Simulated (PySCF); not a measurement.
Some computed properties have been withheld. Give your best values.

Compound: C7H5 (charge -1).
Bonds: C1–C2 (triple), C2–C3, C3–C4 (aromatic), C4–C5 (aromatic), C5–C6 (aromatic), C6–C7 (aromatic), C3–C7 (aromatic). Hydrogens: H8 on C1; H9 on C4; H10 on C5; H11 on C6; H12 on C7.

```csv
property,level,value
point group of the GFN2-xTB geometry,GFN2-xTB,C2v
"rotational constants A, B, C of the GFN2-xTB geometry",GFN2-xTB,?
HOMO energy,PBE0/pcSseg-1,?
LUMO energy,PBE0/pcSseg-1,5.49 eV
13C chemical shifts (computed TMS as zero) by class,GIAO PBE0/pcSseg-1,"114.2 (C4/C7), 105.2 (C5/C6), 101.5 (C2), 94.1 (C3), 66.5 (C1) ppm"
1H chemical shifts (computed TMS as zero) by class,GIAO PBE0/pcSseg-1,?
```

Electronic properties: PySCF, gas phase, density fitting. No diffuse functions stand in pcSseg-1, which bears on an anion's orbital energies.

(1) What are the 1H chemical shifts (computed TMS as zero) by class?

(2) Give the rotational constants A, B, C of the GFN2-xTB geometry.

(3) The HOMO energy?

## Answers

(1) 6.08 (H9/H12), 5.47 (H10/H11), 2.21 (H8) ppm.

(2) 9.059, 1.970, 1.618 GHz.

(3) -0.35 eV.

With B = h/(8π²I), that is 505.379 GHz u Å² over I, the principal moments of inertia are 55.8, 256.5 and 312.3 u Å² (most abundant isotopes); the inertial defect Ic − Ia − Ib is 0.0 u Å² (zero for a rigid planar frame, negative otherwise). The rotational constants make it an asymmetric top with κ = (2B − A − C)/(A − C) = -0.91, nearer the prolate limit (−1).
